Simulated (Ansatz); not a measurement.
Reaction (isomerisation): `F[CH2][Al]1[CH2][CH]1F` → `[F][Al]([F])[CH]1CC1`

Program: Ansatz. Geometries: PBE0-D4/def2-TZVP. ΔE: electronic, gas phase. CCSD(T)/CBS adds triple-zeta CCSD(T) − MP2 to the extrapolated MP2 energy (def2 sets, frozen cores). DFT in def2-TZVPP. B3LYP here is the variant with VWN-RPA as its local correlation; programs differ in this. Each species was taken in one conformer, which may not be the lowest.

(1) Is it downhill or uphill in electronic energy at CCSD(T)/CBS, and by how much? (Best estimate.)

(2) What do these levels give: PBE-D4, B3LYP-D4, ωB97X-V, B2PLYP, PBE, PBE0, B3LYP, HF/def2-TZVPP, MP2/def2-TZVPP, SCS-MP2/def2-TZVPP, HF/def2-QZVPP, HF/CBS(def2)? (Best estimate.)

Largest T1 diagnostic among the species: 0.013.

## Answers

(1) The calculation gave: Downhill: ΔE = -618.8 kJ/mol.

(2) The calculation gave: PBE-D4 -564.5, B3LYP-D4 -593.3, ωB97X-V -599.6, B2PLYP -609.7, PBE -561.9, PBE0 -586.1, B3LYP -589.2, HF/def2-TZVPP -632.0, MP2/def2-TZVPP -643.9, SCS-MP2/def2-TZVPP -633.3, HF/def2-QZVPP -636.2, HF/CBS(def2) -636.7 kJ/mol.

The D4 term adds −4.1 kJ/mol with B3LYP and −2.2 kJ/mol with PBE0; it sums over pairs of atoms, weighted by their polarisabilities, and B3LYP, whose exchange is more repulsive, gets the larger term. From PBE to PBE0 (25 % exact exchange), in def2-TZVPP and without D4, ΔE moves by −24.2 kJ/mol.
